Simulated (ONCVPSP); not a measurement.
# What one change does to a pseudopotential (Mg, ONCV)

ONCVPSP 4.0.1 input, shortened (lines: element, Z, core and valence counts, functional; n l f; lmax; l rc ep ncon nbas qcut; lloc lpopt rc5 dvloc0; l nproj debl; icmod fcfact rcfact), PBE, fully relativistic:

```
  Mg 12.00    3    2        4      upf
    1    0    2.00
    2    0    2.00
    2    1    6.00
    3    0    1.75
    3    1    0.25
    1
    0    2.80    0.00    4    8    3.00
    1    2.50    0.00    4    9    3.10
    4    5    2.30    0.00
    0    1    0.90
    1    2    3.10
    0    0.00    0.00
```

Open shells are filled in proportion to 2j + 1.

All-electron outer shells of the reference configuration (PBE, scalar-relativistic, ld1.x):

```
shell  level (eV)  outermost node (bohr)  outermost maximum (bohr)
   2s      -80.39                   0.18                      0.54
   2p      -47.16                      –                      0.48
   3s       -4.97                   0.90                      2.53
   3p       -1.54                   0.96                      3.46
```

Change: s: qcut 4.

Cutoffs: the cutoffs (Ha) at which the residual kinetic energy of the hardest occupied pseudo-wave falls to 1 and 0.1 mHa per electron; they do not see the model core or the augmentation charge, which bear on the density cutoff. Errors are all-electron minus pseudo energies relative to the spin-unpolarised reference configuration.

Q: What does the change do?

A: The potential gets harder (3.0 Ha and 4.1 Ha → 3.8 Ha and 5.2 Ha); the errors of the 4 common tests hardly move; neither file shows a bound ghost. The waves are optimised to have the least kinetic energy above qcut, so the cutoff follows it (qcut²/2 in Ha).

```tsv
quantity	base	changed
cutoff, loose	3.0 Ha	3.8 Ha
cutoff, tight	4.1 Ha	5.2 Ha
loose cutoff by channel	s 3.0 Ha, p 1.2 Ha	s 3.8 Ha, p 1.2 Ha
bound ghosts	none	none
GHOST(+) flags under 300 eV	none	none
error for 3s2 3p0, meV [ΔE -0.85 eV]	+0.5	+0.6
error for 3s1 3p0, meV [ΔE 7.11 eV]	+4.8	+5.3
error for 3s1.5 3p0, meV [ΔE 2.29 eV]	-0.5	-0.6
error for 3s0 3p2, meV [ΔE 6.33 eV]	+56	+59
s: phases at 2.85 bohr within 0.05 rad from the reference energy up to (Ha; the scan ends near 5)	0.7	0.8
p3/2: phases at 2.54 bohr within 0.05 rad from the reference energy up to (Ha; the scan ends near 5)	n/a	n/a
p1/2: phases at 2.54 bohr within 0.05 rad from the reference energy up to (Ha; the scan ends near 5)	2.4	2.4
```

Base: The cutoffs count occupied waves only; projector 2 of the p channel, the hardest unoccupied one, needs 14 Ha at the loose tolerance. Changed file: The cutoffs count occupied waves only; projector 2 of the p channel, the hardest unoccupied one, needs 14 Ha at the loose tolerance.
